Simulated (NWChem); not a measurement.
System: C$_{2}$H$_{6}$Se; SMILES CC[SeH]

Input file for NWChem:

```
start job
memory heap 200 mb stack 900 mb global 1100 mb
geometry units angstroms noautosym nocenter noautoz
  Se    -0.038861    -0.807947     0.056643
  H     -0.833459    -0.722428    -1.180095
  C      0.649122     1.023514    -0.055820
  C     -0.408340     2.101459     0.064062
  H      1.224464     1.113264    -0.988469
  H      1.372081     1.078124     0.772648
  H     -0.972184     2.006402     1.003755
  H     -1.130775     2.050229    -0.765124
  H      0.056077     3.101480     0.040335
end
basis spherical
  * library pcsseg-1
end
dft
  xc pbe0
  iterations 150
end
property
  shielding
end
task dft property
```

Coordinates come from a PBE0/def2-SVP optimisation.

GIAO values for the isolated, static molecule; σ is the absolute isotropic shielding, δ = σ(reference) − σ with the isolated reference molecule computed at the same levels (13C: tetramethylsilane, 1H: tetramethylsilane). Spin-orbit effects, on the heavy nuclei and on their neighbours, are missing.

Atoms are numbered as in the input.

Problem. What results follow from this input? (PBE0/pcSseg-1, GIAO.) Quantities: σ Se1 (ppm); δ H2 (ppm); δ C3 (ppm); δ C4 (ppm); δ H5 (ppm); δ H6 (ppm); δ H7 (rotor mean) (ppm).

Solution. 
```
Quantity                 Result
-----------------------  ------
σ Se1 (ppm)              1747.4
δ H2 (ppm)                 1.72
δ C3 (ppm)                 22.9
δ C4 (ppm)                 23.1
δ H5 (ppm)                 2.72
δ H6 (ppm)                 1.78
δ H7 (rotor mean) (ppm)    1.35
```
